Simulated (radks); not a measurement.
Species: Kr+. Configuration: [Ar] 3d10 4s2 4p5 (the NIST ground configuration).

Calculated with a radial shooting solver on a logarithmic mesh with Libxc functionals: Dirac Kohn-Sham, PBE, spin-unpolarised, spherical densities, point nucleus; open shells are shared between the two j in proportion to 2j + 1; speed of light set to 116.481 atomic units (0.85 times the physical value, a model run).

Energy parts (eV):
part                       energy
total                  -76324.970
kinetic                 79252.966
electron-nucleus      -184835.513
Hartree                 31892.395
exchange-correlation    -2634.818

Orbitals (lengths in bohr, moments of r in powers of bohr):
1s1/2: occ. 2; eigenvalue (eV) -14268.03; <r> 0.04110; <r^2> 0.002281
2s1/2: occ. 2; eigenvalue (eV) -1898.830; <r> 0.1814; <r^2> 0.03893
2p1/2: occ. 2; eigenvalue (eV) -1716.347; <r> 0.1556; <r^2> 0.02977
2p3/2: occ. 4; eigenvalue (eV) -1640.627; <r> 0.1611; <r^2> 0.03176
3s1/2: occ. 2; eigenvalue (eV) -279.6655; <r> 0.5257; <r^2> 0.3179
3p1/2: occ. 2; eigenvalue (eV) -215.4070; <r> 0.5287; <r^2> 0.3275
3p3/2: occ. 4; eigenvalue (eV) -204.2388; <r> 0.5433; <r^2> 0.3455
3d3/2: occ. 4; eigenvalue (eV) -93.5679; <r> 0.5531; <r^2> 0.3772
3d5/2: occ. 6; eigenvalue (eV) -91.7701; <r> 0.5585; <r^2> 0.3845
4s1/2: occ. 2; eigenvalue (eV) -34.3603; <r> 1.527; <r^2> 2.659
4p1/2: occ. 1.66667; eigenvalue (eV) -20.2270; <r> 1.791; <r^2> 3.718
4p3/2: occ. 3.33333; eigenvalue (eV) -19.2179; <r> 1.843; <r^2> 3.936

The highest occupied level is 4p3/2 at -19.218 eV. The density falls to 0.001 e/bohr^3 at r = 3.73 bohr.
